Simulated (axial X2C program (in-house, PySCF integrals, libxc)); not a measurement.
## ZrP⁺ along the bond: PBE0, 2c

All values were computed with an in-house relativistic program for diatomic molecules. Two-component (2c) means X2C with spin–orbit coupling and atomic mean-field two-electron Coulomb and Gaunt terms. Basis: Zr dyall-cv3z [11s12p9d6f3g], P dyall-v3z [8s7p2d1f] (cores contracted in-house); Gaussian nuclei, density fitting, unrestricted open shells. Masses: Zr 89.905 u, P 30.974 u.

State: Ω = 0 (closed shell). Dipoles are positive if P is the positive end and refer to the centre of mass.

```tsv
R (Å)	μ (D)	HOMO (eV)	LUMO (eV)
1.871	-4.631	-11.25	-8.04
1.956	-5.059	-11.28	-8.11
2.021	-5.295	-11.30	-8.15
2.086	-5.470	-11.32	-8.18
2.150	-5.590	-11.33	-8.21
2.225	-5.678	-11.35	-8.24
2.300	-5.721	-11.27	-8.25
2.397	-5.728	-11.09	-8.26
2.515	-5.685	-10.89	-8.30
2.688	-5.563	-10.66	-8.35
```

The minimum lies at 2.146 Å. What is the dipole moment there?

At PBE0, 2c, with the sign and origin stated: μ = -5.58 D.

The state is a single determinant with fixed occupations, the lowest that a limited PBE0 search found. The closed shell is kept restricted, so the energy runs too high when the bond is stretched far.
